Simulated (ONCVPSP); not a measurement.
## Before and after: ONCV potential for B (Z = 5)

| Property | Result |
| --- | --- |
| Element | boron |
| Generator | ONCVPSP 4.0.1 |
| Type | optimised norm-conserving Vanderbilt (ONCV) |
| Functional | PBE |
| Relativity | scalar-relativistic |
| Frozen core | [He] |
| Valence charge | 3 |
| Reference configuration | 2s2 2p1 |
| Partial waves | 2s: rc 1.25 bohr, ncon 4, nbas 9, qcut 5.5 1/bohr, 2 projectors, debl 1.5 Ha; 2p: rc 2.65 bohr, ncon 3, nbas 7, qcut 6.1 1/bohr, 3 projectors, debl 0.5 Ha |
| Local potential | polynomial inside 1.10 bohr (lpopt 1, dvloc0 -1 Ha) |
| Core correction | none |

Change: s: rc 1.42.

Cutoffs: the cutoffs (Ha) at which the residual kinetic energy of the hardest occupied pseudo-wave falls to 1 and 0.1 mHa per electron; they do not see the model core or the augmentation charge, which bear on the density cutoff. Errors are all-electron minus pseudo energies relative to the spin-unpolarised reference configuration.

What does the change do?

The potential gets softer (12 Ha and 17 Ha → 11 Ha and 15 Ha); the errors of the 4 common tests hardly move; neither file shows a bound ghost. A larger radius leaves more room for a smooth pseudo-wave, so fewer plane waves are needed.

```csv
quantity,base,changed
"cutoff, loose",12 Ha,11 Ha
"cutoff, tight",17 Ha,15 Ha
loose cutoff by channel,"s 12 Ha, p 9.0 Ha","s 11 Ha, p 9.0 Ha"
bound ghosts,none,none
GHOST(+) flags under 300 eV,none,none
"error for 2s2 2p0, meV [ΔE 8.22 eV]",+42,+43
"error for 2s1 2p0, meV [ΔE 33.64 eV]",+161,+160
"error for 2s2 2p0.5, meV [ΔE 2.89 eV]",+5.7,+5.9
"error for 2s0 2p3, meV [ΔE 11.72 eV]",-29,-27
p: phases at 2.69 bohr within 0.05 rad from the reference energy up to (Ha; the scan ends near 5),3.5,3.5
```
